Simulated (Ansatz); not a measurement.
Born–Oppenheimer molecular dynamics of C2H5NOSi (10 atoms, charge 0, multiplicity 1). It starts from a relaxed structure.

These are results of UHF/STO-3G (Ansatz 0.2.0), not measurements.

* ensemble: NVE (velocity Verlet)
* time step: 0.25 fs
* steps asked: 500
* starting velocities drawn for: 2000 K
* seed: 550716

First frame:

```xyz
10
Properties=species:S:1:pos:R:3
O -2.086 -2.900 -0.252
C -1.435 -1.918 -0.099
N -0.885 -0.875 0.259
C 0.199 -0.166 -0.477
Si 0.745 1.347 0.493
H -0.163 0.125 -1.465
H 1.040 -0.843 -0.635
H 1.244 0.947 1.763
H -0.353 2.236 0.655
H 1.778 1.995 -0.240
```

How far do the bonds stretch over the last three quarters of this one trajectory? (Pairs bonded in most of those frames.)


| bond | mean (Å) | spread (Å) | shortest | longest |
| --- | --- | --- | --- | --- |
| O1–C2 | 1.191 | 0.025 | 1.14 | 1.23 |
| C2–N3 | 1.255 | 0.038 | 1.20 | 1.34 |
| N3–C4 | 1.520 | 0.050 | 1.38 | 1.61 |
| C4–Si5 | 1.890 | 0.041 | 1.82 | 1.95 |
| C4–H6 | 1.096 | 0.032 | 1.04 | 1.16 |
| C4–H7 | 1.097 | 0.035 | 1.02 | 1.17 |
| Si5–H8 | 1.433 | 0.047 | 1.36 | 1.51 |
| Si5–H9 | 1.437 | 0.071 | 1.33 | 1.54 |
| Si5–H10 | 1.429 | 0.052 | 1.35 | 1.51 |

Mean temperature of the second half: 1119 K. The conserved energy stayed within 0.26 meV per atom of its start (net change 0.18 meV per atom), so the integration is sound. The temperature averaged 0.56 of the 2000 K drawn at the start: a run that starts near a minimum puts about half its kinetic energy into the potential. A run of 0.12 ps of so small a system gives no equilibrium averages. Limits of this set-up: minimal basis.

The run took 6.1 min on 1 thread of Arm Neoverse V1 (shared host), peak memory 0.093 GiB.
